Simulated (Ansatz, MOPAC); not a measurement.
Molecule: CH₆NSi (charge 0, doublet). SMILES: C[SiH2][NH]

Atoms: C1, Si2, N3, H4, H5, H6, H7, H8, H9. Bonds: C1-Si2, C1-H4, C1-H5, C1-H6, Si2-N3, Si2-H7, Si2-H8, N3-H9.

Bond lengths (Å) and angles (degrees) optimised at PM3 with MOPAC; MNDO with MOPAC; HF/STO-3G with Ansatz (a quantum-chemistry and plane-wave program), each started from the B3LYP-D3(BJ)/def2-TZVP structure (Ansatz) of the last column. A row stands for all coordinates that are equal there; 10 of 14 kinds are shown. No wavenumbers were computed at MNDO, HF/STO-3G, so these may be saddle points.

```json
[
 {"coordinate": "C1-Si2", "PM3": "1.870", "MNDO": "1.801", "HF/STO-3G": "1.857", "B3LYP-D3(BJ)/def2-TZVP": "1.863"},
 {"coordinate": "C1-H4", "PM3": "1.095", "MNDO": "1.107", "HF/STO-3G": "1.082", "B3LYP-D3(BJ)/def2-TZVP": "1.092"},
 {"coordinate": "Si2-N3", "PM3": "1.767", "MNDO": "1.753", "HF/STO-3G": "1.807", "B3LYP-D3(BJ)/def2-TZVP": "1.756"},
 {"coordinate": "Si2-H7", "PM3": "1.502", "MNDO": "1.383", "HF/STO-3G": "1.425", "B3LYP-D3(BJ)/def2-TZVP": "1.490"},
 {"coordinate": "N3-H9", "PM3": "0.984", "MNDO": "0.990", "HF/STO-3G": "1.055", "B3LYP-D3(BJ)/def2-TZVP": "1.023"},
 {"coordinate": "C1-Si2-N3", "PM3": "109.8", "MNDO": "108.6", "HF/STO-3G": "109.4", "B3LYP-D3(BJ)/def2-TZVP": "109.7"},
 {"coordinate": "Si2-C1-H4", "PM3": "111.6", "MNDO": "112.4", "HF/STO-3G": "111.2", "B3LYP-D3(BJ)/def2-TZVP": "110.6"},
 {"coordinate": "Si2-C1-H5", "PM3": "111.3", "MNDO": "111.1", "HF/STO-3G": "111.1", "B3LYP-D3(BJ)/def2-TZVP": "111.0"},
 {"coordinate": "C1-Si2-H7", "PM3": "109.6", "MNDO": "111.4", "HF/STO-3G": "110.5", "B3LYP-D3(BJ)/def2-TZVP": "110.8"},
 {"coordinate": "N3-Si2-H7", "PM3": "110.5", "MNDO": "108.0", "HF/STO-3G": "108.8", "B3LYP-D3(BJ)/def2-TZVP": "108.8"}
]
```

Mean signed difference of all 8 bond lengths from B3LYP-D3(BJ)/def2-TZVP: PM3 0.002 Å, MNDO -0.034 Å, HF/STO-3G -0.010 Å.
